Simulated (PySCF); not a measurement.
**Correlation energy of Mg (magnesium, neutral)**

[Ne] 3s2, closed-shell 1S. Computed with PySCF 2.14 in cc-pVTZ-DK (5s4p2d1f, 34 functions), with scalar relativity by spin-free X2C-1e. Frozen: [Ne]; 2 electrons correlated.

Total MP2 correlation energy: -23.52 mhartree.

Same-spin part 0.00 and opposite-spin part -23.52 mhartree; SCS-MP2 scales them by 1/3 and 6/5 to -28.22 mhartree.

With two correlated electrons CCSD is exact within the correlated space (frozen core and kept virtual orbitals).

| level | correlation energy (mhartree) |
| --- | --- |
| CCSD | -33.69 |

Diagnostics: T1 = 0.015, D1 = 0.0218, largest double amplitude 0.093.

Problem. Is a single reference adequate?

Solution. Mostly. T1 lies below 0.03, but a double amplitude of this size points to a near-degeneracy that CCSD handles and MP2 describes poorly.
